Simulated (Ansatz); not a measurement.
A single point on CH10N2Si2 (`N[SiH2]C[SiH2]N`).

```yaml
crystal:
  periodic: [false, false, false]
  atoms:
    - {symbol: N, position_ang: [-1.690478, 1.278807, -0.884087]}
    - {symbol: Si, position_ang: [-0.247118, 1.555673, 0.007065]}
    - {symbol: C, position_ang: [1.032472, 0.321488, -0.555175]}
    - {symbol: Si, position_ang: [0.584832, -1.450947, -0.187986]}
    - {symbol: N, position_ang: [0.510022, -1.645367, 1.518065]}
    - {symbol: H, position_ang: [-2.037007, 0.338575, -0.992460]}
    - {symbol: H, position_ang: [-2.446938, 1.942327, -0.849573]}
    - {symbol: H, position_ang: [-0.387658, 1.418632, 1.494399]}
    - {symbol: H, position_ang: [0.159331, 2.965539, -0.241661]}
    - {symbol: H, position_ang: [1.985952, 0.541578, -0.063443]}
    - {symbol: H, position_ang: [1.171533, 0.441977, -1.634764]}
    - {symbol: H, position_ang: [-0.691486, -1.756888, -0.914667]}
    - {symbol: H, position_ang: [1.592913, -2.420329, -0.696753]}
    - {symbol: H, position_ang: [0.447370, -2.564260, 1.924755]}
    - {symbol: H, position_ang: [0.016259, -0.966796, 2.076274]}
basis:
  gaussian: {orbitals: def2-QZVPP}
correlation: {method: mp2}
```

```sh
$ ansatz run in.yaml --threads 2 --pin off --events-out ev --progress --plain --max-ram 22528MiB --backend cuda --devices 0, --max-vram 18GiB
```

It prints (some lines left out):

```
Functional definition: HF
3580 factors; integrals over basis functions are off by at most 9.4e-4 eV
mean field evaluation 1: about -19875.1336 eV, gradient 5.4e1 eV
mean field evaluation 2: about -19875.2651 eV, gradient 5.4e1 eV
mean field evaluation 4: about -19881.7600 eV, gradient 4.3e0 eV
mean field evaluation 8: about -19881.8354 eV, gradient 2.5e-1 eV
mean field -19881.83565682 eV, -730.6439839960 hartree, gradient 5.4e-6 eV, S^2 0.000000; 0 other end points of the search recorded, 0 dependent functions left out
13 core orbitals not correlated: weight in the atoms' cores, before any rotation towards them, 1.000 or more for the frozen orbitals, at most 0.000 for the correlated occupied ones
reference -19881.83565682 eV, -730.6439839960 hartree; 16, 16 occupied and 582, 582 virtual orbitals, 3580 factors
second order -25.12881936 eV of doubles, -0.00000000 eV of singles
Total energy: -19906.96447619 eV, -731.5674510747 hartree
```

Hardware: 2 threads of an AMD EPYC 7R13 on a shared host and a share of an NVIDIA H100 80 GB. Wall time 5.5 s, peak host memory 1.2 GiB.
